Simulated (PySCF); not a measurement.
octafluoropropane (C3F8), SMILES FC(F)(F)C(F)(F)C(F)(F)F. Atoms are numbered in the order given.

```xyz
11

F      1.3863     1.1007     1.0002
C      1.3169     0.0000     0.2353
F      1.3709    -1.0849     1.0241
F      2.3646    -0.0164    -0.6013
C      0.0000     0.0000    -0.5975
F     -0.0003    -1.1048    -1.3808
F      0.0003     1.1048    -1.3808
C     -1.3169     0.0000     0.2353
F     -1.3709     1.0849     1.0241
F     -2.3646     0.0164    -0.6013
F     -1.3863    -1.1007     1.0002
```

The structure is a stationary point at PBE-D3(BJ)/def2-SVP.

These are PBE/def2-SVP in PySCF values and carry that method's errors.

ESP charges are fitted to the potential on shells at 1.4 to 2.0 van der Waals radii. Atomic charges (e):

| atom | ESP fit | IAO | Mulliken |
|---|---|---|---|
| F1 | -0.11 | -0.24 | -0.12 |
| C2 | 0.39 | 0.73 | 0.42 |
| F3 | -0.12 | -0.24 | -0.12 |
| F4 | -0.10 | -0.24 | -0.12 |
| C5 | 0.03 | 0.45 | 0.17 |
| F6 | -0.07 | -0.24 | -0.14 |
| F7 | -0.07 | -0.24 | -0.14 |
| C8 | 0.39 | 0.73 | 0.42 |
| F9 | -0.12 | -0.24 | -0.12 |
| F10 | -0.10 | -0.24 | -0.12 |
| F11 | -0.11 | -0.24 | -0.12 |

Computed Mayer and Wiberg (Löwdin basis) orders of the bonds:
```tsv
bond	Mayer	Wiberg
F1–C2	1.17	1.35
C2–F3	1.17	1.35
C2–F4	1.18	1.35
C2–C5	0.86	0.94
C5–F6	1.11	1.30
C5–F7	1.11	1.30
C5–C8	0.86	0.94
C8–F9	1.17	1.35
C8–F10	1.18	1.35
C8–F11	1.17	1.35
```
